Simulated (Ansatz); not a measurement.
Relaxation of BCl2H3O (7 atoms, charge 0, multiplicity 1), to a largest force component of 0.03 eV/Å in at most 50 steps.

These are results of Ansatz, RKS PBE/def2-SVP, not measurements.

```xyz
7
Properties=species:S:1:pos:R:3:forces:R:3
B -0.868 -0.528 -0.403 -0.38 0.61 -0.29
H -0.222 -1.273 0.243 0.40 -0.61 0.41
Cl -0.407 -0.225 -2.069 0.00 0.02 -0.04
Cl -2.356 0.108 0.258 0.03 0.00 -0.04
H 1.037 -0.025 0.996 0.09 -0.04 0.08
O 1.129 0.939 0.887 -0.11 0.01 -0.10
H 1.687 1.004 0.088 -0.02 0.00 -0.01
```

Task: Where does it end, and by what steps?

Result: The run converged. The force dipped under the threshold on the way, but the program's further checks kept it going. After 22 steps the energy has fallen by 0.432 eV; H7 moved furthest, 0.76 Å. Joined: B1–O6 (2.79 → 1.70 Å).

| step | energy less start (eV) | largest force component (eV/Å) | accepted |
| --- | --- | --- | --- |
| 0 | 0.0000 | 0.611 | yes |
| 1 | 0.0425 | 2.681 | no |
| 2 | -0.0346 | 0.815 | yes |
| 3 | -0.0569 | 1.034 | yes |
| 4 | -0.0960 | 1.108 | yes |
| 5 | -0.1914 | 1.218 | yes |
| 6 | -0.3212 | 1.353 | yes |
| 7 | -0.4064 | 0.438 | yes |
| 8 | -0.4213 | 0.176 | yes |
| 9 | -0.4204 | 0.378 | no |
| 10 | -0.4253 | 0.065 | yes |
| 11 | -0.4287 | 0.097 | yes |
| 12 | -0.4263 | 0.337 | no |
| 13 | -0.4299 | 0.023 | yes |
| 14 | -0.4306 | 0.085 | yes |
| 15 | -0.4309 | 0.060 | yes |
| 16 | -0.4312 | 0.032 | yes |
| 17 | -0.4313 | 0.015 | yes |
| 18 | -0.4314 | 0.062 | yes |
| 19 | -0.4315 | 0.034 | yes |
| 20 | -0.4316 | 0.014 | yes |
| 21 | -0.4316 | 0.054 | yes |
| 22 | -0.4317 | 0.026 | yes |

```xyz
7
Properties=species:S:1:pos:R:3
B -0.533 -0.375 -0.147
H -0.353 -1.491 0.303
Cl 0.024 -0.168 -1.897
Cl -2.110 0.405 0.252
H 1.383 -0.068 0.844
O 0.633 0.543 0.675
H 0.955 1.155 -0.030
```

Run time: 14 s on 2 threads of Intel(R) Xeon(R) 6975P-C (Granite Rapids) (shared host), peak memory 0.15 GiB.
